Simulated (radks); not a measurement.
Correlation energies from several functionals, in hartree. Species: Tl2+ [Xe] 4f14 5d10 6s1; Ba [Xe] 6s2; Be+ [He] 2s1; Mo+ [Kr] 4d5; Be [He] 2s2. Calculated with a radial shooting solver on a logarithmic mesh with Libxc functionals: non-relativistic Kohn-Sham, PBE, spin-polarised, spherical densities, point nucleus. Every spin shell is full or empty, so the densities are truly spherical. Functionals are evaluated on that one density, not self-consistently.

functional,Tl2+,Ba,Be+,Mo+,Be
PW92,-8.3462,-5.3562,-0.17273,-3.7982,-0.22437
VWN5,-8.3804,-5.3786,-0.17356,-3.8159,-0.22511
PZ,-8.3526,-5.3572,-0.17194,-3.7909,-0.22410
Wigner,-4.2791,-2.9696,-0.10851,-2.0750,-0.18369
Chachiyo,-8.2560,-5.2879,-0.16931,-3.7422,-0.21918
PW91,-5.2737,-3.2492,-0.061942,-2.2471,-0.094175
OP (B88),-4.2585,-2.7457,-0.068490,-1.9312,-0.099795
revTPSS,-4.9513,-3.0496,-0.054998,-2.0996,-0.092460
SCAN,-4.9392,-3.0165,-0.050338,-2.0717,-0.083414
r2SCAN,-4.9532,-3.0357,-0.050405,-2.0865,-0.083600
B95,-6.1055,-3.6881,-0.062141,-2.4999,-0.092817
